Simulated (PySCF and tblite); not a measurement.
Values are calculated unless marked as measured or tabulated.
## Dynamics report: rotation

System: C₄H₈BNO, numbered as in [CH2:1]=[CH:2]/[CH:3]=[CH:4]/[O:5][BH:6][NH2:7].

Motion: rotation about the B6–O5 bond (torsion N7–B6–O5–C4 from -180° to -6°, rising). Level: PBE0/pcSseg-1 + D3(BJ) on GFN2-xTB stationary points, with GFN2-xTB thermal terms. Rates follow Eyring's equation with the number of equivalent paths and no tunnelling. Programs: tblite and PySCF.

| point | symmetry | E(GFN2) kcal/mol | E(DFT) kcal/mol | ZPE change kcal/mol | lowest mode cm⁻¹ | dipole D |
| --- | --- | --- | --- | --- | --- | --- |
| start | Cs | 0.0 | 0.0 | 0.00 | 70 | 2.16 |
| saddle | C1 | 7.8 | 8.4 | -0.55 | 204i | 2.89 |
| end | C1 | 0.6 | 2.7 | 0.04 | 27 | 2.69 |

| Quantity | Value |
| --- | --- |
| Electronic barrier | 8.4 kcal/mol |
| Barrier with zero-point energy | 7.9 kcal/mol |
| ΔH‡ (298 K) | 7.6 kcal/mol |
| ΔS‡ (298 K, symmetry apart) | -1.7 cal/(mol K) |
| Paths | 2 equivalent paths |
| End point | a different minimum |
| Mean lifetime of the start against this motion at 298 K | 68 ns |
| Cost | 59 s on 1 thread of Arm Neoverse V1 (shared host) (rough), peak memory 0.82 GiB, launched as `OMP_NUM_THREADS=1 python ens_run.py task.json out` |

```
T/K  ΔG‡ kcal/mol    k s⁻¹  ΔG kcal/mol  k back s⁻¹
150           7.9       19          2.7     7.4×10⁴
200           8.0  1.7×10⁴          2.6     6.6×10⁶
250           8.0    1×10⁶          2.6     9.8×10⁷
298           8.1  1.5×10⁷          2.6     5.7×10⁸
350           8.2  1.2×10⁸          2.5     2.2×10⁹
400           8.3    5×10⁸          2.5     5.9×10⁹
500           8.5    4×10⁹          2.5    2.4×10¹⁰
```

ΔG and ΔG‡ leave out symmetry numbers and mirror images; rates count paths: 2 out, 1 back.
